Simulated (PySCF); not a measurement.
## Deuteron quadrupole couplings in `C[C@@H]1CC[C@H]2CCC[C@H]21`

Species: C₉H₁₆.
Geometry (PBE0-D3(BJ)/def2-SVP, Å), atoms numbered from 1 in this order:
```xyz
25
C9H16 angstrom
C     -2.4520   -1.0898    0.0285
C     -1.2206   -0.2762    0.3807
C     -1.4366    1.2338    0.4676
C     -0.0161    1.7833    0.4719
C      0.7343    0.9204   -0.5575
C      2.1665    0.5336   -0.1598
C      2.0087   -0.8019    0.5654
C      0.9517   -1.5223   -0.2704
C     -0.0601   -0.4234   -0.6233
H     -3.2497   -0.9643    0.7772
H     -2.8576   -0.7807   -0.9492
H     -2.2191   -2.1647   -0.0328
H     -0.8538   -0.6104    1.3702
H     -2.0322    1.5365    1.3436
H     -1.9789    1.5808   -0.4307
H      0.0435    2.8594    0.2485
H      0.4271    1.6409    1.4731
H      0.7225    1.4287   -1.5339
H      2.7854    0.3882   -1.0609
H      2.6612    1.3081    0.4476
H      1.6313   -0.6342    1.5894
H      2.9507   -1.3634    0.6609
H      1.4185   -1.9214   -1.1862
H      0.4856   -2.3751    0.2492
H     -0.4842   -0.5833   -1.6281
```

Level: PBE0/pcSseg-1 (PySCF, non-relativistic); Q(2H) = 0.00286 b; rigid geometry, the same for H and D, with no vibrational averaging.

Task: Rank these positions by the coupling χzz of a deuteron there, largest first.
A. H24 (methylene hydrogen)
B. H13 (methine hydrogen)
C. H15 (methylene hydrogen)

Result: A (195 kHz), C (190 kHz), B (186 kHz).

Task: Tabulate Vzz, the asymmetry η and χzz = 234.96 MHz × Q × Vzz for every hydrogen position.

Result: 
```csv
atom,bonded to,bond length (Å),Vzz (au),η,χzz (kHz)
H10,C1,1.101,0.2924,0.02,196
H11,C1,1.103,0.2892,0.02,194
H12,C1,1.102,0.2918,0.02,196
H13,C2,1.107,0.2765,0.01,186
H14,C3,1.102,0.2912,0.00,196
H15,C3,1.105,0.2826,0.00,190
H16,C4,1.101,0.2926,0.00,197
H17,C4,1.104,0.2835,0.01,191
H18,C5,1.101,0.2897,0.01,195
H19,C6,1.103,0.2869,0.01,193
H20,C6,1.102,0.2909,0.01,195
H21,C7,1.104,0.2849,0.00,191
H22,C7,1.101,0.2929,0.00,197
H23,C8,1.103,0.2871,0.01,193
H24,C8,1.102,0.2905,0.01,195
H25,C9,1.102,0.2867,0.02,193
```

The structure is a single PBE0-D3(BJ)/def2-SVP conformer in the gas phase; no vibrational or solvent corrections. With so small a basis the couplings can be 20 % off.
